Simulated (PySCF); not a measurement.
Vibration and rotation of SrO

RHF-CCSD(T) constants of SrO, ¹Σ⁺ (singlet), closed shell (basis Sr def2-TZVP with ECP28, O def2-TZVP; scalar-relativistic core potentials; PySCF 2.14; masses 87.9056 and 15.9949 u):

```
ωe              : 476.9 cm⁻¹
ωexe            : 16.8 cm⁻¹
Be              : 0.31409 cm⁻¹
αe              : 0.00630 cm⁻¹
D (centrifugal) : 5.45e-07 cm⁻¹
De to Sr + O    : 3.28 eV
```

Give the vibrational terms G(v) and spacings up to v = 3.

G(v) = ωe(v+½) − ωexe(v+½)².

| v | G(v) (cm⁻¹) | G(v) − G(v−1) | Bv (cm⁻¹) |
| --- | --- | --- | --- |
| 0 | 234 |  | 0.3109 |
| 1 | 678 | 443 | 0.3046 |
| 2 | 1087 | 410 | 0.2983 |
| 3 | 1463 | 376 | 0.2920 |

A state of this spin cannot dissociate to the ground-state fragments, so its own limit lies higher than the one that De refers to.

Correlated steps freeze 1 core orbital. Where the molecule has an RHF reference, its open-shell atoms are computed with UHF. The CCSD T1 diagnostic is raised, a sign that a single reference may not be enough here.
